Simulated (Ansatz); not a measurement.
Ideal-gas functions of `CNBBr` at 600 K and 1 bar, from an Ansatz frequency run at PBE0-D4/def2-TZVP.

Molar mass 121.77 g/mol, point group Cs (symmetry number 1), electronic degeneracy 1, moments of inertia 13.307, 309.44, 319.577 u Å². Harmonic wavenumbers (cm⁻¹, unscaled): 162, 188, 216, 337, 682, 716, 854, 1000, 1073, 1147, 1167, 1315, 1453, 1486, 1490, 1565, 2668, 3042, 3099, 3151, 3614.

Use S(trans) = R[1.5 ln M + 2.5 ln T − 1.1517]; rotational temperatures θ = 24.2544 K / I; S(rot) = R[ln(√π/σ · √(T³/θAθBθC)) + 1.5]; for each mode x = 1.438777 ν̃/T, S = R[x/(eˣ − 1) − ln(1 − e⁻ˣ)] and H = RT x/(eˣ − 1); 1 cm⁻¹ = 0.0119627 kJ/mol; R = 8.31446 J/(mol·K).

By hand: the entropy, in J/(mol·K).

Translation 183.3. Rotation: θ = 1.8227, 0.0784, 0.0759 K, giving 115.8. Vibration, mode by mode: 16.23, 15.01, 13.88, 10.31, 5.09, 4.77, 3.67, 2.79, 2.43, 2.11, 2.03, 1.53, 1.18, 1.10, 1.09, 0.95, 0.10, 0.05, 0.04, 0.04, 0.01, in all 84.4. Electronic 0.0. Sum 383.5 J/(mol·K).

By hand: H − E and G − E in kJ/mol, counted from the electronic energy.

Zero-point energy ½ × 30425 × 0.0119627 = 182.0; thermal vibration 27.4; translation, rotation and pV give 4 RT = 20.0. H − E = 229.4 kJ/mol, and G − E = 229.4 − 600 × 383.5/1000 = -0.7 kJ/mol.

Vibration gives 22 % of the entropy. The sum counts one conformer and one mirror image; others add a mixing term.
